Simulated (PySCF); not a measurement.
**Excitation energy of Fe²⁺ by level of theory**

Fe²⁺ [Ar] 3d6 (5D) → Fe²⁺ [Ar] 3d5 4p1 (7P), as a difference of total energies. All numbers are calculated (PySCF 2.14, the non-relativistic Hamiltonian (point nucleus), in aug-cc-pVTZ with one added diffuse shell each of s, p, d, f, g type (9s8p6d4f3g, 118 functions)). Correlated levels: valence: [Ar] frozen. The calculations carry no spin-orbit coupling.

```
           method  excitation energy (eV)
              UHF                   8.756
              LDA                  10.589
              PBE                  10.510
             PBE0                  10.327
           r2SCAN                  10.090
              M06                  10.218
             PW91                  10.589
          wB97X-V                  10.757
    MP2 (valence)                  10.043
SCS-MP2 (valence)                  10.444
```

Task: How much does correlation contribute at MP2 (valence)?

Result: 10.043 − (8.756) = 1.287 eV, measured against UHF.

A first-order spin-orbit estimate (lowest level to lowest level, LS coupling) adds 0.014 eV.
